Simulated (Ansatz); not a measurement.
Consider the hydrogen abstraction from a Mg–H bond: `C[N](C)[MgH]` + `[SiH3]`• → `C[N](C)[Mg]`• + SiH₄.

Computed with Ansatz on PBE0-D4/def2-TZVP structures; ΔE is electronic, products minus reactants. CCSD(T)/CBS adds triple-zeta CCSD(T) − MP2 to the extrapolated MP2 energy (def2 sets, frozen cores). This one scheme is used for every species. Functionals use def2-TZVPP. B3LYP here is the variant with VWN-RPA as its local correlation; programs differ in this. No spin–orbit coupling; open shells (•) take unrestricted orbitals. For Mg outer-core shells are correlated without core-valence functions, which leaves a few kJ/mol of doubt a bond.

```json
{"level": "r2SCAN-D4", "ΔE (kJ/mol)": "-99.2"}
{"level": "PBE0-D4", "ΔE (kJ/mol)": "-103.7"}
{"level": "ωB97X-V", "ΔE (kJ/mol)": "-98.5"}
{"level": "B3LYP", "ΔE (kJ/mol)": "-97.2"}
```

What does CCSD(T)/CBS give? (Estimate.)

The calculation gave: -93.7 kJ/mol. The listed levels differ from it by -5.5, -10.0, -4.8, -3.5 kJ/mol.

Largest T1 diagnostic among the species: 0.015.

Leaving LDA and LC-ωPBE aside and taking each functional with its dispersion term where it has one, the values, not all of them listed here, spread over 25.8 kJ/mol, from PBE-QIDH to B97M-V. LDA lies −11.3 kJ/mol from PBE without D4. From BLYP to BHLYP (50 % exact exchange), in def2-TZVPP and without D4, ΔE moves by −5.8 kJ/mol.
